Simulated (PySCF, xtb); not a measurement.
difluoro(prop-1-en-2-yl)borane (C₃H₅BF₂), SMILES C=C(C)B(F)F.

GFN2-xTB in xtb 6.7.1 at its own geometry gives an orbital gap of 4.04 eV and a dipole moment of 2.38 D.

The structure is a stationary point at B3LYP-D3(BJ)/def2-SVP. Other conformers were not sampled.

### Question
What does CAM-B3LYP/def2-TZVP (PySCF) give? (Estimate from the structure and the level; the computed values follow.)

### Answer
gap 9.15 eV (levels -9.33 and -0.18 eV), dipole 1.94 D.
